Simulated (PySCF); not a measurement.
Species: C4H12BN.
Z-matrix (Å and degrees, PBE0-D3(BJ)/def2-SVP geometry), rows numbered from 1:
```
C 
B   1  1.5829
N   2  1.3992  1  119.63
C   2  1.5965  1  121.43  3   179.95
C   4  1.5308  2  111.14  1   -63.25
C   4  1.5304  2  111.36  1    60.80
H   1  1.1028  2  110.73  3  -122.67
H   1  1.1013  2  114.01  3    -1.05
H   1  1.1029  2  110.59  3   120.38
H   3  1.0118  2  122.86  1  -179.92
H   3  1.0118  2  123.34  1     0.18
H   4  1.1071  2  108.19  1   178.86
H   5  1.1032  4  111.54  2  -177.34
H   5  1.1024  4  111.25  2    63.22
H   5  1.1017  4  112.00  2   -56.86
H   6  1.1024  4  111.22  2   -63.47
H   6  1.1017  4  112.02  2    56.61
H   6  1.1032  4  111.55  2   177.10
```

Computed, not measured: PBE0-D3(BJ)/def2-SVP geometry optimisation, gas phase (PySCF 2.14.0).

Masses are those of the commonest isotopes; rigid-rotor values at the optimised geometry. The values belong to one conformer with, in the numbering `[CH3:1][B:2]([NH2:3])[CH:4]([CH3:5])[CH3:6]`, C1–B2–C4–C5 -63°.

Problem. What are A, B and C (GHz)?

Solution. Ia = 121.27, Ib = 219.07, Ic = 228.56 u·Å²; 505379 MHz·u·Å²/I gives 4167, 2307 and 2211 MHz, that is A = 4.1675, B = 2.3069, C = 2.2111 GHz.

Problem. Classify the top.

Solution. A near-prolate asymmetric top. Ray's parameter κ = (2B − A − C)/(A − C) = -0.902; −1 is the prolate and +1 the oblate limit.

Problem. What does the inertial defect say?

Solution. Not planar: Δ = Ic − Ia − Ib = -111.78 u·Å². For a rigid frame Δ = −2 Σ m c², so Σ m c² = 55.89 u·Å² lies off the ab plane: 17.90 from hydrogen and 37.99 from heavier atoms. The atom farthest from that plane is 2.20 Å away.

Problem. Give the coordinates in the principal-axis frame, origin at the centre of mass.

Solution. The sense of each axis is arbitrary; atoms in the order of the calculation.
```json
{"atom": "C1", "mass (u)": "12.000", "a (Å)": "1.213", "b (Å)": "1.467", "c (Å)": "0.150"}
{"atom": "B2", "mass (u)": "11.009", "a (Å)": "0.771", "b (Å)": "-0.045", "c (Å)": "-0.008"}
{"atom": "N3", "mass (u)": "14.003", "a (Å)": "1.745", "b (Å)": "-1.044", "c (Å)": "-0.108"}
{"atom": "C4", "mass (u)": "12.000", "a (Å)": "-0.770", "b (Å)": "-0.461", "c (Å)": "-0.056"}
{"atom": "C5", "mass (u)": "12.000", "a (Å)": "-1.475", "b (Å)": "-0.119", "c (Å)": "1.260"}
{"atom": "C6", "mass (u)": "12.000", "a (Å)": "-1.487", "b (Å)": "0.190", "c (Å)": "-1.241"}
{"atom": "H7", "mass (u)": "1.008", "a (Å)": "0.785", "b (Å)": "1.905", "c (Å)": "1.066"}
{"atom": "H8", "mass (u)": "1.008", "a (Å)": "2.304", "b (Å)": "1.613", "c (Å)": "0.187"}
{"atom": "H9", "mass (u)": "1.008", "a (Å)": "0.823", "b (Å)": "2.074", "c (Å)": "-0.684"}
{"atom": "H10", "mass (u)": "1.008", "a (Å)": "1.518", "b (Å)": "-2.025", "c (Å)": "-0.211"}
{"atom": "H11", "mass (u)": "1.008", "a (Å)": "2.739", "b (Å)": "-0.856", "c (Å)": "-0.082"}
{"atom": "H12", "mass (u)": "1.008", "a (Å)": "-0.828", "b (Å)": "-1.558", "c (Å)": "-0.190"}
{"atom": "H13", "mass (u)": "1.008", "a (Å)": "-2.528", "b (Å)": "-0.446", "c (Å)": "1.251"}
{"atom": "H14", "mass (u)": "1.008", "a (Å)": "-1.476", "b (Å)": "0.968", "c (Å)": "1.442"}
{"atom": "H15", "mass (u)": "1.008", "a (Å)": "-0.987", "b (Å)": "-0.595", "c (Å)": "2.125"}
{"atom": "H16", "mass (u)": "1.008", "a (Å)": "-1.494", "b (Å)": "1.288", "c (Å)": "-1.149"}
{"atom": "H17", "mass (u)": "1.008", "a (Å)": "-1.004", "b (Å)": "-0.056", "c (Å)": "-2.201"}
{"atom": "H18", "mass (u)": "1.008", "a (Å)": "-2.539", "b (Å)": "-0.136", "c (Å)": "-1.307"}
```

Problem. Which types of transition are allowed, and where do some lines up to J = 2 fall?

Solution. The dipole components are |μa| = 1.20 D, |μb| = 1.08 D, |μc| = 0.11 D. Intensities carry the squares of the components, which stand as 1.00 : 0.81 : 0.01 (a : b : c). Some lines, for components of 0.1 D or more:

```csv
type,branch,"J(Ka,Kc)",MHz,lower level (cm⁻¹)
c,Q,"2(1,2) ← 2(0,2)",1768,0.452
c,Q,"1(1,1) ← 1(0,1)",1861,0.151
b,Q,"2(1,1) ← 2(0,2)",2056,0.452
a,R,"1(0,1) ← 0(0,0)",4518,0.000
b,Q,"2(2,0) ← 2(1,1)",5585,0.521
b,R,"1(1,1) ← 0(0,0)",6379,0.000
a,R,"2(0,2) ← 1(0,1)",9032,0.151
c,R,"2(1,1) ← 1(0,1)",11088,0.151
c,R,"2(2,0) ← 1(1,0)",14717,0.216
c,R,"2(2,1) ← 1(1,1)",14809,0.213
```

Whether it is a minimum is left open (no frequencies). These are rigid-rotor constants of the computed structure; measured ground-state constants (B0) also hold zero-point vibration. A rigid rotor knows nothing of internal rotation, which can split or shift real lines. Quadrupole hyperfine structure (11B, 14N) is left out.

The run took 25 s wall on one thread, Arm Neoverse V2, no GPU, shared host. That covers the optimisation of the geometry.
